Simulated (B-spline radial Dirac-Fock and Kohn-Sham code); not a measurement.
**Dipole and non-dipole photoemission parameters of Br²⁺ 2s**

System: the Br²⁺ ion, configuration [Ar] 3d10 4s2 4p3; threshold 1794.6 eV (orbital energy of the model). Model: Dirac-Hartree-Slater photoionisation with a Latter tail; cross sections with all multipoles, angular parameters from the dipole term and its interference with E2. Program: a radial atomic solver.

The run's input, task.json:

```json
{"items": [{
  "Z": 35,
  "q": 2,
  "cfg": [[1, 0, 2], [2, 0, 2], [2, 1, 6], [3, 0, 2], [3, 1, 6], [3, 2, 10], [4, 0, 2], [4, 1, 3]],
  "A": 79,
  "rrms": 4.1629,
  "do": "xps",
  "hv": [60, 80, 93.8, 100, 107.0, 145.0, 150, 289.0, 290.0, 313.0, 583.0, 587.0, 790.0, 800, 824.0, 1100.0, 1430.0, 1880.0, 2350.0, 3870.0, 4130.0, 4280.0, 5220.0, 6430.0, 8047.8, 8090.0, 9251.7, 10200.0, 12000, 12100.0]
}]}
```

Launch: `python xray2_run.py task.json out`

For linearly polarised light dσ/dΩ = σ/(4π) [1 + β P₂(cos θ) + (δ + γ cos²θ) sin θ cos φ], with θ from the polarisation vector and φ the angle between the beam and the projection of the electron momentum on the plane normal to the polarisation.

| hν (eV) | σ (kb) | β | γ |
| --- | --- | --- | --- |
| 1880 | 68.5 | 1.998 | 0.848 |
| 2350 | 47.8 | 1.998 | 0.140 |
| 3870 | 19.6 | 1.998 | -0.028 |
| 4130 | 17.3 | 1.998 | 0.007 |
| 4280 | 16.1 | 1.998 | 0.029 |
| 5220 | 10.8 | 1.998 | 0.187 |
| 6430 | 6.98 | 1.998 | 0.408 |
| 8047.8 | 4.26 | 1.998 | 0.697 |
| 8090 | 4.21 | 1.998 | 0.704 |
| 9251.7 | 3.11 | 1.998 | 0.895 |
| 10200 | ? | ? | ? |
| 12000 | 1.69 | 1.998 | 1.303 |
| 12100 | 1.66 | 1.998 | 1.317 |

Q: Give the values at 10200 eV.

A: σ = 2.48 kb, β = 1.998, γ = 1.042. For an s subshell δ is negligible.

Values without a named source are computed, but for edge energies of neutral atoms, which are taken from tables.
